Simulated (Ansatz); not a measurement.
Correlation energies of GaH₅SSi, SMILES `[SiH3][GaH][SH]` by basis set

```xyz
8

Si   -0.7772   -0.8062    0.6989
Ga    1.0330   -0.0031   -0.6639
S     1.0723    2.1308   -1.2165
H    -1.7263    0.2937    1.0224
H    -0.2581   -1.3703    1.9755
H    -1.5263   -1.8819   -0.0075
H     2.2422   -0.8123   -1.2408
H    -0.0596    2.4493   -0.5682
```

Charge 0, multiplicity 1. Correlated methods include outer-core shells of Ga, which these sets cover unevenly. Scalar relativity is left out up to krypton. The geometry is a stationary point of PBE0-D4/def2-TZVP. It is one conformer, not always the lowest. Frozen core, restricted reference, Ansatz.

| basis | HF (Eh) | MP2 corr. |
| --- | --- | --- |
| def2-SVP | -2612.18835 | -0.44909 |
| def2-TZVPP | -2612.67874 | -0.53622 |
| def2-QZVPP | -2612.73916 | -0.80923 |

Estimate the CCSD correlation energy and the (T) correction in each basis where they were run (hartree).


| basis | CCSD corr. | (T) |
| --- | --- | --- |
| def2-SVP | -0.48752 | -0.01513 |
| def2-TZVPP | -0.57982 | -0.02395 |
